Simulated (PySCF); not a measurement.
SMILES C[SiH2]C[SiH2]Cl (PBE0/def2-SVP optimised geometry):

```
14

Si    -1.734     0.261     0.000
Cl    -2.450     2.212     0.000
C      0.131     0.261     0.000
Si     0.974    -1.433    -0.004
C      0.621    -2.393     1.573
H     -2.280    -0.408     1.217
H     -2.269    -0.413    -1.218
H      0.469     0.816    -0.892
H      0.483     0.829     0.879
H      2.450    -1.231    -0.156
H      0.496    -2.212    -1.191
H     -0.454    -2.597     1.689
H      1.149    -3.359     1.562
H      0.959    -1.833     2.459
```

Calculation: PBE0/def2-TZVP (PySCF).

**Question.** What are the frontier orbital energies and the dipole moment?

**Answer.** HOMO-2 -9.13 eV, HOMO-1 -8.78 eV, HOMO -8.53 eV, LUMO 0.02 eV, LUMO+1 0.59 eV; dipole moment 1.79 D.

On the same geometry PySCF with PBE/def2-TZVP gives HOMO-2 -7.81 eV, HOMO-1 -7.41 eV, HOMO -7.23 eV, LUMO -0.85 eV, LUMO+1 -0.21 eV; dipole moment 1.72 D.

Meta-Löwdin charges at PBE0/def2-TZVP: Si1 0.69, Cl2 -0.31, C3 -0.70, Si4 0.64, C5 -0.60, H6 -0.10, H7 -0.10, H8 0.15, H9 0.14, H10 -0.10, H11 -0.11, H12 0.13, H13 0.14, H14 0.13.
